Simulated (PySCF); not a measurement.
## Solvent effects on NMR parameters

Numbering as in the mapped SMILES `[CH3:1][O:2][C:3]([F:4])([CH2:5][F:6])[O:7][CH3:8]` (H(Xn): hydrogen on atom n).

GIAO PBE0/pcSseg-1 in PySCF 2.14.0 with density-fitted response routines on one PBE0-D3(BJ)/def2-SVP conformer, non-relativistic, equivalent nuclei averaged. Solvents enter as an IEF-PCM continuum (dichloromethane with ε = 8.9, methanol with ε = 32.6) around the gas-phase geometry. Shifts are referred to TMS, CFCl3 computed in the same medium.

Gas phase, δ in ppm: C3 118.8, C5 87.8, C1/C8 50.9, F4 -133.5, F6 -252.4, H(C5) 4.40, H(C1)/H(C8) 3.54. Dipole moment 1.38 D.

Q: How does each δ change in the continuum?

A: 
| atoms | environment | Δδ, dichloromethane | Δδ, methanol |
| --- | --- | --- | --- |
| C3 | sp3 carbon bearing two oxygens | +1.3 | +1.5 |
| C5 | sp3 CH2 bonded to F | +1.2 | +1.3 |
| C1/C8 | methyl carbon bonded to O | +0.9 | +1.1 |
| F4 | fluorine on an sp3 carbon | -1.0 | -1.2 |
| F6 | fluorine on an sp3 carbon | -2.0 | -2.2 |
| H(C5) | hydrogen on an sp3 CH2 bonded to F | +0.19 | +0.21 |
| H(C1)/H(C8) | hydrogen on a methyl carbon bonded to O | +0.08 | +0.09 |

Changes are relative to the gas phase. The dipole moment becomes 1.57 D in dichloromethane, 1.59 D in methanol.

Q: Which of the listed nuclei move most (in ppm), and what does the model miss? (N and O are left out, as their reference compounds move with the solvent too.)

A: F6 (fluorine on an sp3 carbon, -2.2 ppm) in methanol. A continuum only polarises the solute; specific hydrogen bonds, the anisotropy of aromatic solvents and changes of geometry or conformer are outside it.
